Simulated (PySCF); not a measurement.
# From computed data to an observable: chemical shift, span and skew from a shielding tensor

Si(AsH2)2(F)(H) (As2FH5Si), SMILES F[SiH]([AsH2])[AsH2]. Atoms are numbered in the order given.

```xyz
9

Si     0.3661    -0.8002     0.2178
F      0.7690    -1.8006    -1.0286
As    -1.9920    -0.4493     0.1479
As     1.5977     1.2198    -0.0794
H      0.6914    -1.5321     1.4935
H     -1.8646     0.4473     1.3973
H     -1.8324     0.7653    -0.7879
H      1.1024     1.6914     1.3031
H      2.8687     0.6066     0.5431
```
Charge 0, spin multiplicity 1.

Coordinates come from a PBE-D3(BJ)/def2-SVP optimisation.

GIAO shieldings from PySCF with PBE/pcSseg-1, non-relativistic, no solvent. The symmetric part of the tensor of F2 has the principal values 321.7, 362.7, 397.7 ppm. The same nucleus in CFCl3 has σ = 133.6 ppm at this level (PySCF, at its B3LYP-D3(BJ)/def2-TZVP geometry).

Task: Work out the isotropic shielding, the ¹⁹F shift against CFCl3, the span and the skew.

Result: 
σ(iso) = (σ11 + σ22 + σ33)/3 = 360.7 ppm. δ = σ(ref) − σ(iso) = 133.6 − (360.7) = -227.1 ppm.
Span Ω = σ33 − σ11 = 76.0 ppm. Skew κ = 3(σ(iso) − σ22)/Ω = -0.08. Tumbling in solution averages the tensor to δ; in a static solid the shielding alone would spread this spin-1/2 line over Ω.
